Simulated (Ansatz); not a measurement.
C3H7Al (`[CH3][Al]1[CH2][CH2]1`) at its PBE0-D4/def2-TZVP geometry, where that method's forces vanish. Charge 0, multiplicity 1.

```xyz
11

C    -2.1758   -0.1623   -0.4748
Al   -0.2805   -0.0387   -0.0661
C     1.5440    0.3729   -0.4292
C     1.2661   -0.1809    1.0374
H    -2.6703   -0.9345    0.1182
H    -2.3483   -0.3668   -1.5338
H    -2.6615    0.7913   -0.2431
H     1.9222    1.3939   -0.4613
H     2.1768   -0.2704   -1.0394
H     1.4816    0.5295    1.8346
H     1.7456   -1.1338    1.2575
```

What forces (eV/Å) does B3LYP-D4/def2-TZVPP give on these atoms in Ansatz? (An estimate is asked.)

The calculation gave: 
```
C1  -0.087 -0.007 -0.021
Al2 -0.006 -0.002 -0.003
C3   0.121  0.103 -0.242
C4   0.022 -0.091  0.275
H5   0.010  0.037 -0.035
H6  -0.006  0.007  0.051
H7   0.010 -0.043 -0.012
H8  -0.012 -0.060 -0.007
H9  -0.027  0.046  0.030
H10 -0.003 -0.049 -0.037
H11 -0.022  0.058 -0.001
```

B3LYP here is the variant with VWN-RPA as its local correlation; programs differ in this.
